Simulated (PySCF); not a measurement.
Continuum solvent and chemical shifts

Atom-mapped SMILES (the numbers label the heavy atoms): `[F:1][C:2]([F:3])=[C:4]([F:5])/[CH:6]=[CH:7]/[C@@H:8]1[CH2:9][SiH2:10]1`. Hydrogens are named by the atom that carries them. Ha(C9), Ha(Si10) are cis to C7 on the ring; Hb(C9), Hb(Si10) are trans to C7 on the ring.

GIAO PBE0/pcSseg-1 in PySCF 2.14.0 with density-fitted response routines on one PBE0-D3(BJ)/def2-SVP conformer, non-relativistic, equivalent nuclei averaged. Solvents enter as an IEF-PCM continuum (cyclohexane with ε = 2.0, benzene with ε = 2.3) around the gas-phase geometry. Shifts are referred to CFCl3, TMS computed in the same medium.

Gas phase, δ in ppm: F3 -109.7, F1 -125.7, F5 -197.6, C2 160.6, C7 140.9, C4 134.8, C6 115.5, C8 16.4, C9 1.3, Si10 -130.2, H(C6) 5.98, H(C7) 5.55, Hb(Si10) 2.99, Ha(Si10) 2.74. Dipole moment 2.68 D.

(1) How does each δ change in the continuum?

(2) Which nuclei move most (in ppm), and what does the model miss?

Results:

(1) 
```
   atoms                                                environment  Δδ, cyclohexane  Δδ, benzene
      F3                                           vinylic fluorine             -0.8         -0.9
      F1                                           vinylic fluorine             +0.2         +0.3
      F5                                           vinylic fluorine             -0.2         -0.2
      C2                            fully substituted alkene carbon             +0.3         +0.3
      C7                                                  alkene CH             +1.8         +2.0
      C4                            fully substituted alkene carbon             +0.6         +0.7
      C6                                                  alkene CH             -0.4         -0.5
      C8                                 three-membered-ring carbon             +0.4         +0.5
      C9                                 three-membered-ring carbon             +0.2         +0.2
    Si10           silicon bonded to 2 C, 2 H, in a 3-membered ring             +0.3         +0.3
   H(C6)                                   hydrogen on an alkene CH            +0.06        +0.06
   H(C7)                                   hydrogen on an alkene CH            +0.09        +0.10
Hb(Si10)  hydrogen on a silicon bonded to 2 C, in a 3-membered ring            +0.02        +0.03
Ha(Si10)  hydrogen on a silicon bonded to 2 C, in a 3-membered ring            +0.02        +0.03
```

Changes are relative to the gas phase. The dipole moment becomes 2.96 D in cyclohexane, 3.00 D in benzene.

(2) C7 (alkene CH, +2.0 ppm) in benzene. A continuum only polarises the solute; specific hydrogen bonds, the anisotropy of aromatic solvents and changes of geometry or conformer are outside it.
